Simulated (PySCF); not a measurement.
Distorted geometries of La(NO3)3

La(NO3)3 (singlet). PySCF 2.14.0, RKS PBE0, La lcecp-1-SVP with ECP46, O def2-SVP, N def2-SVP; non-relativistic Hamiltonian with scalar-relativistic core potentials where named; density fitting; no spin-orbit coupling. Relaxed geometry:

```xyz
13

La    0.0000    0.0000    0.0000
O     2.2173   -0.1292    1.0642
O     2.2173    0.1291   -1.0642
N     2.9132    0.0000    0.0000
O     4.0957    0.0000    0.0000
O    -0.9968    1.9848    1.0642
O    -1.2205    1.8557   -1.0642
N    -1.4566    2.5229    0.0000
O    -2.0478    3.5470    0.0000
O    -1.2205   -1.8556    1.0642
O    -0.9968   -1.9848   -1.0642
N    -1.4566   -2.5229    0.0000
O    -2.0479   -3.5470    0.0000
```

Order these distorted geometries by energy above the relaxed one, lowest first.
A.
```xyz
13

La    0.0540    0.0316    0.0258
O     2.1531   -0.0992    1.0317
O     2.2100    0.1061   -1.1049
N     2.9504    0.0956    0.0769
O     4.0820    0.0397    0.0778
O    -0.9197    1.9661    1.0931
O    -1.2437    1.9881   -1.1410
N    -1.4289    2.4790    0.0306
O    -2.0784    3.6321   -0.0115
O    -1.2273   -1.9932    0.9667
O    -1.0366   -2.1145   -0.9843
N    -1.4655   -2.4990   -0.0438
O    -2.0494   -3.6322   -0.0169
```
B.
```xyz
13

La   -0.0330   -0.0532   -0.0478
O     2.2186   -0.1217    1.0485
O     2.2132    0.1250   -1.0642
N     2.8623   -0.0165   -0.0608
O     4.0404    0.0661    0.0346
O    -0.9709    1.9570    1.1523
O    -1.1939    1.7917   -1.0780
N    -1.3874    2.4912   -0.0343
O    -2.0053    3.5663    0.0022
O    -1.3033   -1.8826    1.1259
O    -1.0631   -1.9115   -1.1064
N    -1.4207   -2.5424    0.0411
O    -1.9569   -3.4692   -0.0132
```
C.
```xyz
13

La   -0.2396   -0.0299   -0.0745
O     2.1269   -0.1853    1.0328
O     2.3133    0.1236   -1.0713
N     2.8953   -0.0293   -0.0011
O     4.1680    0.1842   -0.0339
O    -1.0959    1.9969    1.0741
O    -1.2028    1.8555   -1.0209
N    -1.4851    2.6483   -0.1488
O    -2.0609    3.5138   -0.0400
O    -1.2336   -1.7728    1.0939
O    -0.9020   -2.0828   -1.0676
N    -1.3478   -2.6556    0.1548
O    -1.9359   -3.5666    0.1025
```

B (1.62 eV), A (3.54 eV), C (4.00 eV).

Which forces (eV/Å) act in the one that lies 4.00 eV up?


```
La    3.07   0.93   0.48
O     1.27  -0.28  -0.84
O    -2.31  -0.46  -1.37
N     4.29   2.42   0.28
O    -4.83  -1.66   1.88
O     0.21   0.62  -1.55
O    -0.15   0.27  -5.79
N     9.32 -16.85   7.20
O    -9.91  16.32  -0.85
O    -0.41  -2.45   0.75
O    -0.18  -1.30   2.46
N     4.56  11.73  -3.85
O    -4.94  -9.28   1.19
```
Forces carry noise of the integration grid, about 0.01 to 0.03 eV/Å.
